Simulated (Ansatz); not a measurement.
C₃H₃ (SMILES [C]1=CC1), doublet, geometry from GFN2-xTB; B97M-V/cc-pVDZ run with Ansatz (a first-principles code).

The Ansatz input:
Ansatz 0.2 input:
```yaml
crystal:
  periodic: [false, false, false]
  atoms:
    - {symbol: C, position_ang: [0.01666932, -0.11091760, 0.82667082]}
    - {symbol: C, position_ang: [0.00408853, -0.69905031, -0.53382474]}
    - {symbol: C, position_ang: [-0.02162935, 0.58225352, -0.59208061]}
    - {symbol: H, position_ang: [0.93754951, -0.07354811, 1.39599007]}
    - {symbol: H, position_ang: [-0.88439594, -0.10866141, 1.42801722]}
    - {symbol: H, position_ang: [-0.04792456, 1.54849588, -1.02860011]}
basis:
  gaussian:
    orbitals: cc-pVDZ
hamiltonian:
  xc: {name: B97M-V}
magnetization: {spin_polarized: true, initial_magnetization: 1}
```

Task: What does Ansatz print? Leave out banner, timings and long lists.

Result: 
```
Functional definition: B97M-V
714 factors; their error is unknown
mean field evaluation 1: about -3151.4006 eV, gradient 2.6e1 eV
mean field evaluation 2: about -3150.1084 eV, gradient 3.1e1 eV
mean field evaluation 4: about -3155.1477 eV, gradient 2.3e0 eV
mean field evaluation 8: about -3155.1476 eV, gradient 2.3e-1 eV
mean field evaluation 16: about -3155.1480 eV, gradient 9.4e-5 eV
mean field -3155.14804153 eV, -115.9495518902 hartree, gradient 4.9e-5 eV, S^2 0.759762; 0 other end points of the search recorded, 0 dependent functions left out
reference -3155.14807764 eV, -115.9495532172 hartree; 11, 10 occupied and 46, 47 virtual orbitals, 714 factors
Total energy: -3155.14807764 eV, -115.9495532172 hartree
```
